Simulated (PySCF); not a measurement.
# Zn²⁴⁺ (zinc, charge +24) across methods

[He] 2s2 2p2, high-spin 3P determinant. Computed with PySCF 2.14 in an uncontracted even-tempered set (19 s from 6 bohr⁻², ratio 2.2; 11 p from 7.8 bohr⁻², ratio 2.2; 6 d from 33 bohr⁻², ratio 2.4; 5 f from 49 bohr⁻², ratio 2.4; 4 g from 73 bohr⁻², ratio 2.4), with scalar relativity by spin-free X2C-1e.

| method | E (hartree) | mean ε 2s α (eV) | mean ε 2s β (eV) | mean ε 2p α (eV) | Σ⟨r²⟩ (bohr²) | ⟨S²⟩ |
| --- | --- | --- | --- | --- | --- | --- |
| UHF | -1269.57091 | -2463.1 | -2416.3 | -2355.0 | 0.1914 | 2.000 |
| r2SCAN | -1269.737 | -2406.6 | -2378.1 | -2300.9 | 0.1914 | 2.000 |
| PBE0 | -1269.601 | -2415.3 | -2386.3 | -2309.2 | 0.1915 | 2.000 |
| PBE | -1269.553 | -2398.9 | -2375.7 | -2293.7 | 0.1916 | 2.000 |
| PW91 | -1269.729 | -2399.4 | -2376.1 | -2294.4 | 0.1916 | 2.000 |
| M06-L | -1269.834 | -2405.6 | -2379.6 | -2300.3 | 0.1912 | 2.000 |

Problem. Estimate the same row for LDA.

Solution. E (hartree) = -1266.849; mean ε 2s α (eV) = -2395.6; mean ε 2s β (eV) = -2372.2; mean ε 2p α (eV) = -2291.0; Σ⟨r²⟩ (bohr²) = 0.1919; ⟨S²⟩ = 2.000.
